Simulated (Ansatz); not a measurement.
Relaxation of Cl2GaHO (5 atoms, charge 0, multiplicity 1), to a largest force component of 0.02 eV/Å in at most 40 steps.

All numbers below come from RKS PBE0/def2-SVP in Ansatz.

```xyz
5
Properties=species:S:1:pos:R:3:forces:R:3
Ga 0.000 0.000 0.000 0.92 0.00 0.45
Cl 0.000 0.000 2.240 0.06 -0.01 -1.52
Cl 1.940 0.000 -1.120 -1.37 0.05 0.85
O -1.550 0.000 -0.895 -0.46 -1.80 0.59
H -2.060 -0.847 -0.686 0.85 1.76 -0.38
```

Question: Where does it end, and by what steps?

Answer: The run converged. After 6 steps the energy has fallen by 0.379 eV; H5 moved furthest, 0.44 Å.

```
step  energy less start (eV)  largest force component (eV/Å)  accepted
   0                  0.0000                           1.802       yes
   1                 -0.1388                           2.148       yes
   2                 -0.2653                           2.580       yes
   3                 -0.3242                           0.560       yes
   4                 -0.3744                           0.253       yes
   5                 -0.3792                           0.027       yes
   6                 -0.3793                           0.003       yes
```

```xyz
5
Properties=species:S:1:pos:R:3
Ga 0.056 -0.104 -0.037
Cl -0.042 -0.053 2.092
Cl 1.906 0.169 -1.036
O -1.395 -0.372 -1.004
H -2.195 -0.487 -0.477
```

Run time: 31 s on 1 thread of Arm Neoverse V1, with other jobs on the host, peak memory 0.19 GiB.
